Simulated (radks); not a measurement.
Q: These are the eigenvalues of the occupied orbitals of an atom or ion with whole-number occupations (eV). Calculated with a radial shooting solver on a logarithmic mesh with Libxc functionals: non-relativistic Kohn-Sham, PBE, spin-polarised, spherical densities, point nucleus.

1s up: -81473.74
1s down: -81471.55
2s up: -15766.66
2s down: -15765.51
2p up: -15281.64
2p down: -15279.72
3s up: -5512.088
3s down: -5510.136
3p up: -5288.694
3p down: -5286.458
3d up: -4880.160
3d down: -4878.124
4s up: -2707.119
4s down: -2697.034
4p up: -2607.445
4p down: -2597.459

Which element is it, and in what charge state? The configuration may be excited. Open shells, if any, are filled with parallel spins first.

A: Z = 82, lead, charge +48: Pb48+ in [Ar] 3d10 4s2 4p4. The list shows which subshells hold electrons but not how many an open one holds; the 1s level, -2994.1 hartree, gives Z - s = 77.4 by -(Z - s)^2/2, which with screening narrows Z to a few neighbours, and the depths of the outer levels then fix element, charge and occupations together.
